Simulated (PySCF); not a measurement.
# Telling isomers of C6H9FN2Si apart by NMR

Calculated, not measured (PySCF): coordinates at the GFN2-xTB level, GIAO PBE0/pcSseg-1 shieldings. Non-relativistic Hamiltonian, gas phase, rapidly exchanging positions averaged, single conformer.

Chemical shifts δ = σref − σ; $^{1}$H (31.72 ppm) and $^{13}$C (186.93 ppm) against TMS, all at this level. Splittings of carbon signals by F and P are missing where no couplings were computed. Where no couplings were computed, multiplicities follow the n + 1 count of equivalent neighbours, and m marks all less simple cases (inequivalent or close neighbours, rings, F or P nearby). Shifts are as computed. Against solution values, carbons near 30 ppm lie about +3 ppm off and those near 130 ppm about +5 ppm. Of 1211 compounds with measured shifts, 218 miss one by over three times the rms of a fit or turn the order of signals round; such compounds aren't used in these exercises.

(1) Tabulate the signals of `C=CCn1nc(F)cc1[SiH3]`, `Fc1cc([SiH3])n(C2CC2)n1` and their relative energies.

(2) What is the quickest way to tell C=CCn1nc(F)cc1[SiH3] from Fc1cc([SiH3])n(C2CC2)n1?

## Answers

(1) 
| SMILES | carbon types | δC | δH | E rel. (kcal/mol) |
| --- | --- | --- | --- | --- |
| C=CCn1nc(F)cc1[SiH3] | 2×C 2×CH 2×CH2 | 173.1, 143.7, 135.9, 126.3, 108.1, 59.9 | 6.21 (m, 1H), 6.19 (m, 1H), 5.63 (m, 1H), 5.59 (m, 1H), 4.84 (d, 2H), 4.47 (s, 3H) | 0.0 |
| Fc1cc([SiH3])n(C2CC2)n1 | 2×C 2×CH 2×CH2 | 173.3, 134.9, 105.3, 35.6, 10.5 | 5.97 (m, 1H), 4.53 (s, 3H), 3.20 (m, 1H), 1.54 (m, 2H), 0.92 (m, 2H) | 1.5 |

Energies are electronic energies at PBE0/pcSseg-1 on these geometries, without zero-point or thermal terms, each for the one conformer computed, which needn't be the lowest.

(2) Count the carbon signals: 6 against 5. The first has a terminal =CH2 carbon at 126.3 ppm, the second a three-membered-ring carbon (CH) at 35.6 ppm. Their most deshielded carbons lie at 173.1 and 173.3 ppm.
